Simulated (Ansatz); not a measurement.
Abridged output of a molecular run in Ansatz:

```
Functional definition: HF
1922 factors; integrals over basis functions are off by at most 1.3e-3 eV
mean field evaluation 1: about -27040.3764 eV, gradient 6.1e1 eV
mean field evaluation 2: about -27040.5333 eV, gradient 6.1e1 eV
mean field evaluation 4: about -27047.8731 eV, gradient 4.7e0 eV
mean field evaluation 8: about -27047.9631 eV, gradient 9.7e-2 eV
mean field -27047.96310217 eV, -993.9943102371 hartree, gradient 2.5e-6 eV, S^2 0.000000; 0 other end points of the search recorded, 0 dependent functions left out
16 core orbitals not correlated: weight in the atoms' cores, before any rotation towards them, 1.000 or more for the frozen orbitals, at most 0.000 for the correlated occupied ones
reference -27047.96310217 eV, -993.9943102371 hartree; 33, 33 occupied and 138, 138 virtual orbitals, 1922 factors
second order -37.68607840 eV of doubles, -0.00000000 eV of singles
cycle   1  -38.17177585 eV  change   -4.9e-1 eV  update   1.5e-1
cycle   2  -39.03556206 eV  change   -8.6e-1 eV  update   4.5e-2
cycle   3  -39.29406836 eV  change   -2.6e-1 eV  update   2.3e-2
cycle   4  -39.29102390 eV  change    3.0e-3 eV  update   4.7e-3
cycle   5  -39.28661401 eV  change    4.4e-3 eV  update   1.8e-3
cycle   6  -39.28691125 eV  change   -3.0e-4 eV  update   5.3e-4
cycle   7  -39.28674882 eV  change    1.6e-4 eV  update   1.9e-4
cycle   8  -39.28663181 eV  change    1.2e-4 eV  update   6.6e-5
cycle   9  -39.28663281 eV  change   -9.9e-7 eV  update   2.7e-5
perturbative correction -0.90600551 eV, -0.0332950885 hartree
Total energy: -27088.15574049 eV, -995.4713624517 hartree
```

Its atoms:

Cartesian coordinates in Å:
```
C -0.9589 0.9931 1.2985
Si -0.3817 0.2554 -0.3128
C -0.7717 1.3590 -1.7571
C -1.0786 -1.4579 -0.5420
O 1.2918 0.1501 -0.2814
Sn 2.5111 -0.7631 0.8465
F 4.2848 -0.4332 0.3085
F 2.2522 -2.6345 0.8220
F 2.3599 -0.2294 2.6528
H -2.0483 1.0883 1.3122
H -0.6720 0.3738 2.1534
H -0.5333 1.9882 1.4505
H -1.8523 1.4904 -1.8614
H -0.3220 2.3461 -1.6274
H -0.3915 0.9328 -2.6885
H -0.7952 -2.1239 0.2782
H -0.7230 -1.9062 -1.4730
H -2.1713 -1.4292 -0.5792
```

(1) Which basis set was used?
A. def2-SVP
B. def2-TZVPPD
C. cc-pV(T+d)Z
D. def2-SVPD

(2) Write the keys of the input that set method, charge and spin (a neutral closed shell needs none for the last two).

Results:

(1) A. It gives 187 functions.

(2) 
```yaml
correlation: {method: ccsd_t}
```
